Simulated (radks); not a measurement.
Spherical quantum dot in the effective-mass picture: electrons in a hard-walled sphere of radius 1.66, all in effective atomic units (hartree* = m*/eps^2 hartree, bohr* = eps/m* bohr), one dielectric constant everywhere. Method: non-relativistic Kohn-Sham, PBE, spin-polarised, spherical densities; computed with a radial shooting solver with Libxc functionals. Levels are named by radial order and angular momentum (1s, 1p, 1d, 2s, ...), and open shells are averaged over m.

N = 27, configuration 1s2 1p6 1d10 2s(up 1, down 0) 1f(up 7, down 1). This is the lowest configuration that the search found. Occupied and some empty levels:

level,occupation,eigenvalue (hartree*),<r> (bohr*)
1s up,1,23.482,1.029
1s down,1,23.669,1.032
1p up,3,24.652,1.106
1p down,3,24.828,1.104
1d up,5,26.486,1.159
1d down,5,26.667,1.158
1f up,7,28.898,1.200
1f down,1,29.087,1.199
2s up,1,29.116,0.7583
2s down,0,29.486,0.7702
1g up,0,31.843,1.233
1g down,0,32.038,1.232
2p up,0,32.534,0.8704
2p down,0,32.762,0.8773
2d up,0,36.458,0.9462
2d down,0,36.626,0.9493

Energy (hartree*): total 437.725, kinetic 172.97, external 0, Hartree 292.67, exchange-correlation -27.919.

Electron density:

r (bohr*),n(r) (e/bohr*^3)
0.129,1.195
0.253,1.106
0.377,1.016
0.501,1.000
0.625,1.135
0.749,1.467
0.873,1.960
0.997,2.458
1.12,2.696
1.25,2.421
1.37,1.603
1.49,0.6169
1.62,0.04150
